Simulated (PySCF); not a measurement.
Mo(Sx)4, MoS4 (anion, charge -2), SMILES [S]=[Mo-2](=[S])(=[S])=[S] (PBE0/def2-SVP optimised geometry):

```
5

Mo    -0.732    -1.036     0.000
S     -1.465    -2.071    -1.794
S     -1.465     1.036     0.000
S     -1.464    -2.072     1.794
S      1.465    -1.036     0.000
```

Method: PBE0/def2-TZVPD, def2 effective core potentials past Kr (PySCF).

### Question
What are the frontier orbital energies?

### Answer
HOMO-2 1.88 eV, HOMO-1 1.88 eV, HOMO 1.88 eV, LUMO 5.64 eV, LUMO+1 5.64 eV.

On the same geometry PySCF with PBE/def2-TZVPD, def2 effective core potentials past Kr gives HOMO-2 2.82 eV, HOMO-1 2.82 eV, HOMO 2.82 eV, LUMO 5.04 eV, LUMO+1 5.04 eV.
